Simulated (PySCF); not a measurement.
Gas-phase XPS of `C[B@H-]1[PH2+][B@H-](C)[PH2+]1`, computed

Species: C2H12B2P2.
Numbering: `[CH3:1][B@H-:2]1[PH2+:3][B@H-:4]([CH3:5])[PH2+:6]1`

Level of theory: PySCF 2.14.0, delta-SCF UKS SCAN, pcX-2 on the ionised atom, pcseg-1 elsewhere, spin-free X2C. Each binding energy is the total energy of the core-ionised species, with the hole localised on one atom, minus that of the ground state; both are solved self-consistently, so orbital relaxation is included.

Problem. What binding energy does each computed site have?

Solution. 
| atom(s) | environment | level | binding energy (eV) | 2p1/2 (eV) | count |
| --- | --- | --- | --- | --- | --- |
| C1/C5 | sp3 carbon bound to boron | C 1s | 289.54 | – | 2 |
| B2 | four-coordinate boron | B 1s | 194.28 | – | 1 |
| P3/P6 | phosphorus bonded to 2 B and 2 H | P 2p3/2 | 136.60 | 137.49 | 2 |
| P3/P6 | phosphorus bonded to 2 B and 2 H | P 1s | 2150.17 | – | 2 |

Problem. Which photon wavelength matches the P 1s of P3/P6 threshold?

Solution. λ = hc/E = 12398.42 eV Å / 2150.17 eV = 5.766 Å.

One atom of each set of topologically equivalent atoms was ionised and stands for the set; in this conformer not all members are related by symmetry, and their own values weren't computed. The list is incomplete; no value stands for B 1s of B4. The 2p values aren't plain energy differences: one relaxed spin-free 2p hole is combined with a matrix within the shell (ground-state 2p orbital-energy differences and spin–orbit coupling). 2p3/2, the mean of its two sublevels, lies a third of the splitting below the shell's mean and 2p1/2 two thirds above it; the statistical areas are 2:1. 2p1/2 minus 2p3/2 (ligand field included): P 0.89 eV. The structure is a single PBE0-D3(BJ)/def2-SVP conformer in the gas phase; no vibrational or solvent corrections.

Hardware: an Arm Neoverse V2 with one thread, no GPU, shared host. Cost: 60 s wall.
